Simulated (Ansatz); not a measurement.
`[SiH3]BS[SiH3]` + `O[SiH3]` → `[SiH3]BO[SiH3]` + `[SiH3]S` at 298.15 K and 1 bar (ligand exchange at a B–S bond).

Calculated with Ansatz (gas phase, PBE0-D4/def2-TZVP geometries, no zero-point term in ΔE). CBS: MP2 limit from def2 TZ/QZ plus the TZ coupled-cluster correction, frozen cores. One conformer a species, not always the lowest.

| species | CCSD(T)/CBS energy (Eh) | H − E (kJ/mol) | S (J/(mol·K)) |
| --- | --- | --- | --- |
| `[SiH3]BS[SiH3]` | -1004.95639 | 191.8 | 370.2 |
| `O[SiH3]` | -366.69042 | 113.6 | 257.8 |
| `[SiH3]BO[SiH3]` | -682.38605 | 197.8 | 359.6 |
| `[SiH3]S` | -689.27336 | 102.7 | 272.7 |

H − E and S are ideal-gas, rigid-rotor, harmonic terms from PBE0-D4/def2-TZVP, for one conformer and one mirror image of each species. 1 Eh = 2625.50 kJ/mol, R = 8.31446 J/(mol·K).

**Question.** By hand: ΔE, ΔH, ΔS and ΔG.

**Answer.** ΔE = (-682.38605) + (-689.27336) − (-1004.95639) − (-366.69042) = -0.01260 Eh = -33.1 kJ/mol. Δ(H − E) = 197.8 + 102.7 − 191.8 − 113.6 = -4.9, so ΔH = -38.0 kJ/mol. ΔS = 359.6 + 272.7 − 370.2 − 257.8 = 4.3 J/(mol·K). ΔG = -38.0 − 298.15 × (4.3)/1000 = -39.3 kJ/mol.

**Question.** By hand: the equilibrium constant, and the temperature at which ΔG would vanish if ΔH and ΔS stayed fixed.

**Answer.** log₁₀ K = −ΔG/(RT ln 10) = 6.9. ΔH and −TΔS have one sign here, so there is no such temperature.

The number of gas molecules stays the same, so ΔS is small and ΔH decides. A doubt of 5 kJ/mol in ΔE shifts log₁₀ K by 0.9 here. Other conformers and mirror images would add mixing entropy, several J/(mol·K) or more a flexible species. Modes under 60 cm⁻¹, often nearly free rotors, make the harmonic entropy too high. These are equilibria of isolated gas molecules and say nothing of rates. Largest T1 diagnostic: 0.015 (customary marks: 0.02 for closed shells, 0.045 for open ones).

ΔS is within the doubt of such terms, so its sign, and with it that verdict, could turn.
